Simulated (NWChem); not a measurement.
System: Al2, triplet; SMILES [Al][Al]

The following NWChem deck was run.

```
start job
memory heap 200 mb stack 900 mb global 1100 mb
geometry units angstroms
  Al     0.000000     0.000000    -1.241108
  Al     0.000000     0.000000     1.241108
end
basis spherical
  * library def2-svp
end
dft
  odft
  mult 3
  xc xcamb88 1.00 lyp 0.81 vwn_5 0.19 hfexch 1.00
  cam 0.33 cam_alpha 0.19 cam_beta 0.46
  iterations 150
end
driver
  maxiter 120
end
task dft optimize
task dft freq
```

NWChem printed, in part:

```
             Northwest Computational Chemistry Package (NWChem) 7.3.0
             --------------------------------------------------------

 ORDER OF PRIMARY AXIS IS BEING SET TO 4
 D4H symmetry detected

                             Geometry "geometry" -> ""
                             -------------------------

 Output coordinates in angstroms (scale by  1.889725989 to convert to a.u.)

  No.       Tag          Charge          X              Y              Z
 ---- ---------------- ---------- -------------- -------------- --------------
    1 Al                  13.0000     0.00000000     0.00000000    -1.24110800
    2 Al                  13.0000     0.00000000     0.00000000     1.24110800

 Effective nuclear repulsion energy (a.u.)      36.0286756193

      Symmetry information
      --------------------

 Group name             D4h
 Group number             28
 Group order              16
 No. of unique centers     1

                                Z-matrix (autoz)
                                --------

 Units are Angstrom for bonds and degrees for angles

      Type          Name      I     J     K     L     M      Value
      ----------- --------  ----- ----- ----- ----- ----- ----------
    1 Stretch                  1     2                       2.48222

                           NWChem Geometry Optimization
                           ----------------------------

 maximum gradient threshold         (gmax) =   0.000450
 rms gradient threshold             (grms) =   0.000300
 maximum cartesian step threshold   (xmax) =   0.001800
 rms cartesian step threshold       (xrms) =   0.001200
 fixed trust radius                (trust) =   0.300000
 source of zmatrix                         =   autoz

          -------------------
          Energy Minimization
          -------------------

 Using diagonal initial Hessian
 Scaling for Hessian diagonals: bonds = 1.00  angles = 0.25  torsions = 0.10

          --------
          Step   0

                                 NWChem DFT Module
                                 -----------------

 Summary of "ao basis" -> "ao basis" (spherical)
 ------------------------------------------------------------------------------
       Tag                 Description            Shells   Functions and Types
 ---------------- ------------------------------  ------  ---------------------
 Al                         def2-svp                 8       18   4s3p1d

      Symmetry analysis of basis
      --------------------------

        a1g         8
        a1u         0
        a2g         0
        a2u         8
        b1g         1
        b1u         1
        b2g         1
        b2u         1
        eg          8
        eu          8

            General Information
            -------------------
          SCF calculation type: DFT
          Wavefunction type:  spin polarized.
          No. of atoms     :     2
          No. of electrons :    26
           Alpha electrons :    14
            Beta electrons :    12
          Charge           :     0
          Spin multiplicity:     3
          Use of symmetry is: on ; symmetry adaption is: on
          Maximum number of iterations: 150
          AO basis - number of functions:    36
                     number of shells:    16
          Convergence on energy requested:  1.00D-06
          Convergence on density requested:  1.00D-05
          Convergence on gradient requested:  5.00D-04

              XC Information
              --------------
                     Hartree-Fock (Exact) Exchange  1.000
                   CAM-Becke88 Exchange Functional  1.000
                      VWN V Correlation Functional  0.190 local
              Lee-Yang-Parr Correlation Functional  0.810

           Range-Separation Parameters
           ---------------------------
           Alpha           :  0.19
           Beta            :  0.46
           Gamma           :  0.33
           Short-Range HF  :     F

             Grid Information
             ----------------
          Grid used for XC integration:  medium
          Radial quadrature: Mura-Knowles
          Angular quadrature: Lebedev.
          Tag              B.-S. Rad. Rad. Pts. Rad. Cut. Ang. Pts.
          ---              ---------- --------- --------- ---------
          Al                  1.25       88          11.0       590
          Grid pruning is: on
          Number of quadrature shells:    88
          Spatial weights used:  Erf1

      Superposition of Atomic Density Guess
      -------------------------------------

 Sum of atomic energies:        -483.58283444

      Non-variational initial energy
      ------------------------------

 Total energy =    -483.638666
 1-e energy   =    -745.014345
 2-e energy   =     225.347003
 HOMO         =      -0.064166
 LUMO         =      -0.064166

 !!!!!!!!!!!!!!!!!!!!!!!!!!!!!!!!!!!!!!!!!!!!!!!!!!!!!!!!!!!!!!!!!!!!!!
 Warning - the HOMO and LUMO are degenerate and you are using symmetry.
 This can lead to non-variational energies and poor convergence.
 Modify the initial guess, or use an open-shell wavefunction, or turn
 off symmetry.
 !!!!!!!!!!!!!!!!!!!!!!!!!!!!!!!!!!!!!!!!!!!!!!!!!!!!!!!!!!!!!!!!!!!!!!

   Symmetry analysis of molecular orbitals - initial alpha
   -------------------------------------------------------

 !! scf_movecs_sym_adapt:    4 vectors were symmetry contaminated

  Symmetry fudging

 !! scf_movecs_sym_adapt:    4 vectors were symmetry contaminated

  Numbering of irreducible representations:

     1 a1g         2 a1u         3 a2g         4 a2u         5 b1g
     6 b1u         7 b2g         8 b2u         9 eg         10 eu

  Orbital symmetries:

     1 a2u         2 a1g         3 a1g         4 a2u         5 a1g
     6 a2u         7 eu          8 eu          9 eg         10 eg
    11 a1g        12 a2u        13 eu         14 eu         15 a1g
    16 eg         17 eg         18 a2u        19 a1g        20 a2u
    21 a1g        22 eu         23 eu         24 eg

   Symmetry analysis of molecular orbitals - initial beta
   ------------------------------------------------------

 !! scf_movecs_sym_adapt:    4 vectors were symmetry contaminated

  Symmetry fudging

 !! scf_movecs_sym_adapt:    4 vectors were symmetry contaminated

  Numbering of irreducible representations:

     1 a1g         2 a1u         3 a2g         4 a2u         5 b1g
     6 b1u         7 b2g         8 b2u         9 eg         10 eu

  Orbital symmetries:

     1 a2u         2 a1g         3 a1g         4 a2u         5 a1g
     6 a2u         7 eu          8 eu          9 eg         10 eg
    11 a1g        12 a2u        13 eu         14 eu         15 a1g
    16 eg         17 eg         18 a2u        19 a1g        20 a2u
    21 a1g        22 eu         23 eu         24 eg

   convergence    iter        energy       DeltaE   RMS-Dens  Diis-err
 ---------------- ----- ----------------- --------- --------- ---------
 d= 0,ls=0.0,diis     1   -484.5857557422 -5.21D+02  7.22D-03  2.00D-02
                                                     8.13D-03  1.49D-02
 d= 0,ls=0.0,diis     2   -484.5999775747 -1.42D-02  1.04D-03  2.88D-04
                                                     1.97D-03  3.88D-04
 d= 0,ls=0.0,diis     3   -484.6005322579 -5.55D-04  4.97D-04  9.22D-05
                                                     2.40D-04  2.59D-05
 d= 0,ls=0.0,diis     4   -484.6006176740 -8.54D-05  3.07D-04  3.88D-06
                                                     4.11D-04  6.02D-06
 d= 0,ls=0.0,diis     5   -484.6006349537 -1.73D-05  8.29D-05  2.70D-07
                                                     8.71D-05  2.49D-07
  Resetting Diis
 d= 0,ls=0.0,diis     6   -484.6006360807 -1.13D-06  2.68D-05  3.28D-08
                                                     2.90D-05  3.43D-08
 d= 0,ls=0.0,diis     7   -484.6006362417 -1.61D-07  2.74D-06  2.66D-09
                                                     2.83D-06  1.75D-09

         Total DFT energy =     -484.600636241710
      One electron energy =     -745.097324768496
           Coulomb energy =      261.611352620483
    Exchange-Corr. energy =      -37.143339712963
 Nuclear repulsion energy =       36.028675619265

 Numeric. integr. density =       26.000000120932

                  Occupations of the irreducible representations
                  ----------------------------------------------

                     irrep           alpha         beta
                     --------     --------     --------
                     a1g               4.0          4.0
                     a1u               0.0          0.0
                     a2g               0.0          0.0
                     a2u               4.0          4.0
                     b1g               0.0          0.0
                     b1u               0.0          0.0
                     b2g               0.0          0.0
                     b2u               0.0          0.0
                     eg                2.0          2.0
                     eu                4.0          2.0

                    DFT Final Alpha Molecular Orbital Analysis
                    ------------------------------------------

 Vector   12  Occ=1.000000D+00  E=-3.139797D-01  Symmetry=a2u
              MO Center= -1.6D-17,  8.3D-18,  1.2D-15, r^2= 4.8D+00
   Bfn.  Coefficient  Atom+Function         Bfn.  Coefficient  Atom+Function
  ----- ------------  ---------------      ----- ------------  ---------------
     3      0.597607  1 Al s                 21     -0.597607  2 Al s
     2      0.306679  1 Al s                 20     -0.306679  2 Al s
     4      0.300619  1 Al s                 22     -0.300619  2 Al s
    10     -0.071381  1 Al pz                28     -0.071381  2 Al pz
     1      0.048000  1 Al s                 19     -0.048000  2 Al s

[...]

      ----------------------
      Optimization converged
      ----------------------

  Step       Energy      Delta E   Gmax     Grms     Xrms     Xmax
  ---- ---------------- -------- -------- -------- -------- --------
@    1    -484.60063649 -2.5D-07  0.00026  0.00026  0.00024  0.00042
                                     ok       ok       ok       ok

                                Z-matrix (autoz)
                                --------

 Units are Angstrom for bonds and degrees for angles

      Type          Name      I     J     K     L     M      Value     Gradient
      ----------- --------  ----- ----- ----- ----- ----- ---------- ----------
    1 Stretch                  1     2                       2.48266   -0.00026

                         Geometry "geometry" -> "geometry"
                         ---------------------------------

 Output coordinates in angstroms (scale by  1.889725989 to convert to a.u.)

  No.       Tag          Charge          X              Y              Z
 ---- ---------------- ---------- -------------- -------------- --------------
    1 Al                  13.0000     0.00000000     0.00000000    -1.24133148
    2 Al                  13.0000     0.00000000     0.00000000     1.24133148

 Effective nuclear repulsion energy (a.u.)      36.0221892985

      Symmetry information
      --------------------

 Group name             D4h
 Group number             28
 Group order              16
 No. of unique centers     1

                Final and change from initial internal coordinates
                --------------------------------------------------

                                Z-matrix (autoz)
                                --------

 Units are Angstrom for bonds and degrees for angles

      Type          Name      I     J     K     L     M      Value       Change
      ----------- --------  ----- ----- ----- ----- ----- ---------- ----------
    1 Stretch                  1     2                       2.48266    0.00045

 ==============================================================================
                                internuclear distances
 ------------------------------------------------------------------------------
       center one      |      center two      | atomic units |  angstroms
 ------------------------------------------------------------------------------
    2 Al               |   1 Al               |     4.69155  |     2.48266
 ------------------------------------------------------------------------------
                         number of included internuclear distances:          1
 ==============================================================================

[second-derivative integrals and response iterations left out]

  Vibrational analysis via the FX method

  See chapter 2 in "Molecular Vibrations" by Wilson, Decius and Cross

  Vib: Default input used

 ---------------------------- Atom information ----------------------------
     atom    #        X              Y              Z            mass
 --------------------------------------------------------------------------
    Al       1  0.0000000D+00  0.0000000D+00 -2.3457764D+00  2.6981540D+01
    Al       2  0.0000000D+00  0.0000000D+00  2.3457764D+00  2.6981540D+01
 --------------------------------------------------------------------------

[unprojected Hessian and modes left out]

        Vibrational analysis via the FX method
  --- with translations and rotations projected out ---
  --- via the Eckart algorithm                      ---
 Dependent rotation vector no.                    3
  found in ECKART; assuming linear geometry
 Projected Nuclear Hessian trans-rot subspace norm:4.2169D-81
                         (should be close to zero!)

[projected Hessian left out]

 Rotational Constants
 --------------------
 A=   0.000000 cm-1  (  0.000000 K)
 B=   0.202735 cm-1  (  0.291683 K)
 C=   0.202735 cm-1  (  0.291683 K)

 Temperature                      =   298.15K
 frequency scaling parameter      =   1.0000

 Linear Molecule

 Zero-Point correction to Energy  =    0.486 kcal/mol  (  0.000774 au)
 Thermal correction to Energy     =    2.200 kcal/mol  (  0.003506 au)
 Thermal correction to Enthalpy   =    2.792 kcal/mol  (  0.004450 au)

 Total Entropy                    =   53.448 cal/mol-K
   - Translational                =   37.862 cal/mol-K (mol. weight =  53.9631)
   - Rotational                   =   14.374 cal/mol-K (symmetry #  =        2)
   - Vibrational                  =    1.212 cal/mol-K

 Cv (constant volume heat capacity) =    6.561 cal/mol-K
   - Translational                  =    2.979 cal/mol-K
   - Rotational                     =    1.986 cal/mol-K
   - Vibrational                    =    1.595 cal/mol-K

[normal modes left out]

 ----------------------------------------------------------------------------
 Normal Eigenvalue ||           Projected Infra Red Intensities
  Mode   [cm**-1]  || [atomic units] [(debye/angs)**2] [(KM/mol)] [arbitrary]
 ------ ---------- || -------------- ----------------- ---------- -----------
    1       -0.000 ||    0.000000           0.000         0.000      14.953
    2        0.000 ||    0.000000           0.000         0.000      14.953
    3        0.000 ||    0.000000           0.000         0.000      14.953
    4        0.000 ||    0.000000           0.000         0.000       0.186
    5        0.000 ||    0.000000           0.000         0.000      14.953
    6      339.964 ||    0.000000           0.000         0.000       0.000
 ----------------------------------------------------------------------------
```

Level: CAM-B3LYP/def2-SVP, spin-unrestricted. No stability test was run on the SCF state.
